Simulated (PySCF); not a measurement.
Job file and geometry (Å, from GFN2-xTB) of an NMR shielding run on SMILES CO[Si@@H](C[SiH3])C(C)C, C$_{5}$H$_{16}$OSi$_{2}$, GIAO PBE0/pcSseg-1 NMR shielding, non-relativistic, gas phase in PySCF 2.14.0, density-fitted response routines; density fitting, a coarse starting grid and PySCF grid level 2 are the driver's defaults:

```
{"job": {"kind": "nmr", "xc": "PBE0", "basis": "pcSseg-1"}, "charge": 0, "multiplicity": 1}
C     -1.806030    -2.296323     0.819789
O     -0.557458    -1.692806     0.670802
Si    -0.023192    -0.862256    -0.624064
C     -1.241397     0.506997    -1.147516
Si    -1.713845     1.788360     0.173679
C      1.689386    -0.249458    -0.070178
C      1.692106     0.334378     1.339545
C      2.237256     0.767849    -1.064302
H     -1.985736    -3.020300     0.021750
H     -1.822116    -2.809924     1.781687
H     -2.602047    -1.548226     0.797087
H      0.116573    -1.778246    -1.776662
H     -2.155606     0.018782    -1.488976
H     -0.845516     1.029461    -2.016869
H     -1.983768     1.147872     1.462914
H     -0.650425     2.785703     0.328115
H     -2.932140     2.485733    -0.258949
H      2.367775    -1.108814    -0.071567
H      1.067699     1.223891     1.388042
H      1.309959    -0.392929     2.050513
H      2.703768     0.611232     1.636788
H      2.260416     0.351690    -2.068772
H      3.249360     1.068368    -0.794647
H      1.613244     1.658731    -1.080651
```

**Question.** What does the program print?

**Answer.** 
```
coarse grid: 19688 points
cycle   1  E = -853.6036882570  dE =  5.133e-01  |g| = 7.652e-01  |ddm| = 4.158e+00
cycle   2  E = -853.4804877553  dE =  1.232e-01  |g| = 1.106e+00  |ddm| = 1.751e+00
cycle   3  E = -853.7223023223  dE = -2.418e-01  |g| = 1.216e-01  |ddm| = 1.217e+00
cycle   4  E = -853.7247759792  dE = -2.474e-03  |g| = 4.501e-02  |ddm| = 1.241e-01
cycle   5  E = -853.7252522215  dE = -4.762e-04  |g| = 7.995e-03  |ddm| = 4.542e-02
cycle   6  E = -853.7252669162  dE = -1.469e-05  |g| = 2.270e-03  |ddm| = 1.066e-02
cycle   7  E = -853.7252681786  dE = -1.262e-06  |g| = 3.950e-04  |ddm| = 2.335e-03
final grid: 177056 points
cycle   8  E = -853.7823130305  dE = -4.138e-05  |g| = 1.177e-02  |ddm| = 3.016e-02
cycle   9  E = -853.7822899723  dE =  2.306e-05  |g| = 1.596e-02  |ddm| = 1.971e-02
cycle  10  E = -853.7823427912  dE = -5.282e-05  |g| = 1.623e-03  |ddm| = 1.231e-02
cycle  11  E = -853.7823433177  dE = -5.266e-07  |g| = 2.163e-04  |ddm| = 1.603e-03
cycle  12  E = -853.7823433264  dE = -8.623e-09  |g| = 7.044e-05  |ddm| = 2.481e-04
cycle  13  E = -853.7823433274  dE = -1.035e-09  |g| = 2.358e-05  |ddm| = 7.528e-05
cycle  14  E = -853.7823433275  dE = -1.264e-10  |g| = 3.467e-06  |ddm| = 2.206e-05
converged SCF energy = -853.7823433275

GIAO shielding tensors (ppm)
atom      isotropic    diamagn.    paramagn.     s11        s22        s33       span
  0 C      133.721     242.501    -108.780    107.693    108.965    184.504     76.811
  1 O      327.981     401.779     -73.798    277.848    341.936    364.158     86.310
  2 Si     349.876     883.141    -533.265    300.992    350.379    398.258     97.267
  3 C      198.498     261.499     -63.001    192.122    201.105    202.268     10.147
  4 Si     427.891     880.693    -452.802    403.250    413.997    466.426     63.176
  5 C      167.954     254.217     -86.263    166.199    167.563    170.100      3.901
  6 C      167.012     249.795     -82.783    157.450    160.131    183.456     26.006
  7 C      169.472     249.571     -80.099    160.320    161.030    187.067     26.747
  8 H       28.099      28.243      -0.144     24.140     25.117     35.041     10.901
  9 H       27.715      28.103      -0.388     23.086     25.212     34.846     11.760
 10 H       28.072      30.346      -2.274     22.952     27.270     33.995     11.043
 11 H       26.617      31.736      -5.119     23.784     24.157     31.911      8.127
 12 H       31.599      32.738      -1.140     26.865     28.779     39.152     12.286
 13 H       32.082      33.511      -1.429     27.681     29.188     39.376     11.695
 14 H       27.690      30.739      -3.049     24.147     27.111     31.811      7.664
 15 H       27.662      30.367      -2.705     23.776     27.162     32.047      8.271
 16 H       27.641      28.948      -1.307     23.728     25.130     34.064     10.335
 17 H       30.659      33.345      -2.686     26.835     28.120     37.021     10.186
 18 H       30.957      33.672      -2.715     26.261     30.629     35.981      9.720
 19 H       30.034      32.565      -2.531     24.750     29.499     35.853     11.103
 20 H       30.648      31.020      -0.371     26.125     27.890     37.931     11.806
 21 H       30.732      31.059      -0.327     26.147     28.340     37.708     11.561
 22 H       30.582      30.151       0.431     26.152     27.714     37.880     11.728
 23 H       31.109      32.919      -1.810     26.395     31.270     35.662      9.267
```

**Question.** Turn these shieldings into chemical shifts. Chemical shifts δ = σref − σ; ¹³C (σ = 186.93 ppm) and ²⁹Si (σ = 349.16 ppm) and ¹H (σ = 31.72 ppm) against TMS; H2O for ¹⁷O (σ = 336.08 ppm), all at this level.

**Answer.** Averaging equivalent atoms: C 0: 53.2; C 6: 19.9; C 5: 19.0; C 7: 17.5; C 3: -11.6; O 1: 8.1; Si 2: -0.7; Si 4: -78.7; H 11: 5.10; H 14/15/16: 4.05; H 8/9/10: 3.75; H 18/19/20: 1.17; H 17: 1.06; H 21/22/23: 0.91; H 12: 0.12; H 13: -0.36 ppm. Experimental scales use liquid or dissolved standards, which lie at an offset from isolated H2O (liquid H2O: subtract about 36 ppm).

Size and cost of the density-fitted run: 230 basis functions, 59 s wall time on 1 thread of an Arm Neoverse V1, shared host.
